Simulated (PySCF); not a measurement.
F4H2Si2. Atoms are numbered in the order given.

```xyz
8

Si     0.6037    -1.4920     0.0000
F     -0.7619    -2.3795     0.0000
Si    -0.0167     0.7432     0.0000
F     -0.8821     1.1392     1.2969
F     -0.8821     1.1392    -1.2969
F      1.3042     1.6656     0.0000
H      1.3889    -1.7984     1.2225
H      1.3889    -1.7984    -1.2225
```
Charge 0, spin multiplicity 1.

Geometry: ωB97X-D3(BJ)/def2-SVP. Other conformers were not sampled.

Level of theory: CAM-B3LYP/def2-TZVP (PySCF).

The molecule is in vacuum.

Computed frontier levels, gap, dipole moment and polarisability:
| Quantity | Result |
|---|---|
| highest occupied level | -10.92 eV |
| lowest empty level | -0.38 eV |
| orbital gap | 10.54 eV |
| dipole moment | 2.09 D |
| quadrupole, principal values (traceless, Buckingham form, about the centre of nuclear charge) | -5.77, 1.28, 4.49 D·Å |
| mean static polarisability | 46.1 bohr³ (6.83 Å³) |
| polarisability, principal values | 42.2, 44.5, 51.6 bohr³ |
